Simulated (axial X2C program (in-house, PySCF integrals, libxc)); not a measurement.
**BaMo: a run with one poor setting**

Computed with an in-house relativistic program for diatomic molecules. Spin-free means the one-electron spin-free X2C Hamiltonian. Basis: Ba dyall-v2z [12s13p8d], Mo dyall-v2z [9s10p7d2f] (cores contracted in-house); Gaussian nuclei, density fitting, unrestricted open shells. Masses: Ba 137.905 u, Mo 97.905 u.

One setting of this run was spoiled on purpose, so its numbers are not properties of BaMo. Level: MP2, scalar-relativistic; state M_S = 3, Λ = 0 (beyond evenly filled blocks: 2 × σα, π+α, π-α, δ+α, δ-α).

| R (Å) | E − E(lowest point) (eV) |
| --- | --- |
| 3.049 | 0.3903 |
| 3.190 | 0.2146 |
| 3.295 | 0.1250 |
| 3.400 | 0.0642 |
| 3.505 | 0.0262 |
| 3.628 | 0.0041 |
| 3.750 | 0.0000 |
| 3.908 | 0.0133 |
| 4.101 | 0.0480 |
| 4.381 | 0.1122 |

Fit: Re 3.723 Å, ωe 66.4 cm⁻¹, residual 0.39 microhartree, De 0.05 eV.

24 electrons were correlated into 65 virtual spinors.

Which setting was spoiled?
A. density fitting set too sparse
B. too few iterations allowed
C. an excited determinant was followed
D. virtual space cut too low
E. integration grid too coarse

D. Virtual space cut too low: only virtuals below 0.5 hartree against the usual 25.
